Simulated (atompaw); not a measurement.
## Reading a pseudo-wave (S)

Columns: radius, all-electron u(r) and pseudo u(r) of the 3p shell (level -7.30 eV) of sulfur in the configuration [Ne] 3s1.5 3p4.5; PBE, non-relativistic, PAW (atompaw) scheme, atompaw 4.2.0.5.

| r (bohr) | all-electron | pseudo |
| --- | --- | --- |
| 0.058 | 0.0750 | -0.0034 |
| 0.115 | 0.1918 | -0.0132 |
| 0.173 | 0.2823 | -0.0295 |
| 0.231 | 0.3274 | -0.0517 |
| 0.288 | 0.3297 | -0.0790 |
| 0.346 | 0.2981 | -0.1114 |
| 0.404 | 0.2419 | -0.1478 |
| 0.462 | 0.1696 | -0.1875 |
| 0.519 | 0.0895 | -0.2287 |
| 0.577 | 0.0040 | -0.2722 |
| 0.635 | -0.0817 | -0.3163 |
| 0.692 | -0.1635 | -0.3595 |
| 0.750 | -0.2425 | -0.4027 |
| 0.808 | -0.3160 | -0.4444 |
| 0.865 | -0.3822 | -0.4835 |
| 0.923 | -0.4431 | -0.5209 |
| 0.981 | -0.4976 | -0.5557 |
| 1.038 | -0.5450 | -0.5870 |
| 1.096 | -0.5871 | -0.6159 |
| 1.154 | -0.6231 | -0.6417 |
| 1.212 | -0.6533 | -0.6644 |
| 1.269 | -0.6777 | -0.6836 |
| 1.327 | -0.6975 | -0.7001 |
| 1.385 | -0.7127 | -0.7135 |
| 1.442 | -0.7235 | -0.7236 |
| 1.500 | -0.7306 | -0.7306 |

(1) How many radial nodes do the two functions have?

(2) Is the pseudo-wave norm-conserving?

Results:

(1) The all-electron 3p function has n − l − 1 = 1; the pseudo-wave has 0, since the states of the same l below it are removed with the core.

(2) No, it belongs to a PAW set: the norm inside the radius is not constrained, and the difference is carried by the augmentation charge.
